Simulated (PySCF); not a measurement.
PySCF 2.14 output of an unrestricted PBE0 calculation on a single atom or ion in aug-cc-pVTZ-PP with ECP60MDF, with scalar relativity through the core potential:

```
SCF conv_tol = 1e-09
number electrons alpha = 9  beta = 4
    C. Adamo and V. Barone.,  J. Chem. Phys. 110, 6158 (1999)
    M. Ernzerhof and G. E. Scuseria.,  J. Chem. Phys. 110, 5029 (1999)
cycle= 1 E= -77.2272749389039  delta_E= -0.00401  |g|= 0.0123  |ddm|= 0.213
cycle= 2 E= -77.2273427700368  delta_E= -6.78e-05  |g|= 0.00339  |ddm|= 0.0481
cycle= 3 E= -77.227346966541  delta_E= -4.2e-06  |g|= 0.000713  |ddm|= 0.011
cycle= 4 E= -77.2273472197292  delta_E= -2.53e-07  |g|= 7.44e-05  |ddm|= 0.00303
cycle= 5 E= -77.2273472233118  delta_E= -3.58e-09  |g|= 5.75e-06  |ddm|= 0.000541
cycle= 6 E= -77.2273472233623  delta_E= -5.05e-11  |g|= 2.7e-07  |ddm|= 7.04e-05
converged SCF energy = -77.2273472233623  <S^2> = 8.7510626  2S+1 = 6.0003542
```

The run itself started from symmetry-adapted Hartree-Fock orbitals and held the occupation by maximum overlap, on a logarithmic radial grid, so the iterations belong to that start.

**Question.** Which element, charge and spin multiplicity is this?

**Answer.** Re²⁺ (rhenium, charge +2), multiplicity 6; the state was [Xe] 4f14 5d4 6p1, one real determinant (an excited configuration).

⟨L²⟩ = 8.01 against 12 for a pure F term, so this real determinant mixes terms. Energies and moments cover only the electrons outside the core potential. Spin-orbit coupling, absent here, splits the open shell strongly.
